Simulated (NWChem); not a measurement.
BH3SO2; SMILES OB(O)S

```xyz
7

B     -0.0156     0.4499     0.0000
O     -1.2247     1.0747     0.0000
H     -1.1935     2.0352     0.0000
O      1.1984     1.0710     0.0000
H      1.1654     2.0323     0.0000
S     -0.0603    -1.3731     0.0000
H      1.2814    -1.5119     0.0000
```
Atoms are numbered in this order, from 1.

Results from NWChem. Coordinates come from a PBE0/def2-SVP optimisation. Ions are spin-unrestricted doublets at the neutral geometry; other ion states weren't tried.

**Question.** Predict the results for PBE/def2-SVP. Quantities: vertical ionisation energy, ΔSCF (eV); −ε(HOMO) (eV).

**Answer.** The vertical ionisation energy, ΔSCF (eV) is 9.52 and the −ε(HOMO) (eV) is 5.77.
